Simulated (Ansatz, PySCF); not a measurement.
Species: SiBr, charge 1, multiplicity 1. 
Coordinates optimised at B3LYP-D3(BJ)/def2-TZVP (Ansatz, an electronic-structure program):
```xyz
2

Si     0.0000     0.0000    -1.5160
Br     0.0000     0.0000     0.6064
```
Charge +1, spin multiplicity 1.

Total electronic energies in hartree. Correlated levels leave the core frozen unless marked. No spin-orbit coupling. The frozen core is the preceding noble-gas configuration, with the filled d and f shells of earlier blocks. No relativistic terms. CBS marks a two-point X^-3 extrapolation of the correlation energy; Hartree-Fock from the larger set.

| level | program | energy (Eh) |
|---|---|---|
| HF/def2-QZVPP | Ansatz | -2861.14333 |
| BLYP-D3(BJ)/def2-TZVPD | Ansatz + dftd3 | -2863.40171 |
| BP86/def2-TZVPD | PySCF | [?] |
| M06-L/def2-TZVPD | PySCF | -2863.25846 |
| B3LYP-D4/def2-TZVPD | Ansatz + dftd4 | -2863.40720 |
| PBE0/def2-TZVP | Ansatz | -2862.93448 |
| PBE0/def2-QZVPP | Ansatz | -2862.99652 |
| TPSSh-D4/def2-TZVPD | PySCF + dftd4 | -2863.28295 |
| r2SCAN0-D4/def2-TZVPD | Ansatz + dftd4 | [?] |
| PW6B95-D4/def2-TZVPD | PySCF + dftd4 | -2864.75007 |
| PW6B95/def2-TZVPD | PySCF | -2864.74873 |
| HSE06-D4/def2-TZVPD | Ansatz + dftd4 | -2862.93466 |
| B2GP-PLYP-D3(BJ)/def2-TZVPD | Ansatz + dftd3 | -2862.63643 |
| B2GP-PLYP-D4/def2-TZVPD | Ansatz + dftd4 | -2862.63401 |
| B2PLYP-D3(BJ)/def2-TZVPD | Ansatz + dftd3 | -2862.82542 |
| PBE-QIDH/def2-TZVPD | Ansatz | -2862.49304 |
| MP2/CBS(def2-TZVPPD,def2-QZVPPD) | Ansatz | -2861.4125 |
| RI-MP2/def2-TZVPPD | Ansatz | -2861.31724 |
| RI-MP2/def2-QZVPPD | Ansatz | -2861.39636 |
| CCSD/STO-3G | Ansatz | -2830.14390 |
| CCSD/def2-TZVPPD | Ansatz | -2861.34228 |
| CCSD/def2-QZVPP | Ansatz | -2861.41866 |
| CCSD(T)/CBS(def2-TZVPPD,def2-QZVPPD) | Ansatz | -2861.4487 |

Question: What belongs in the gaps?

Answer: 
- BP86/def2-TZVPD, energy (Eh): -2863.65711
- r2SCAN0-D4/def2-TZVPD, energy (Eh): -2863.30153
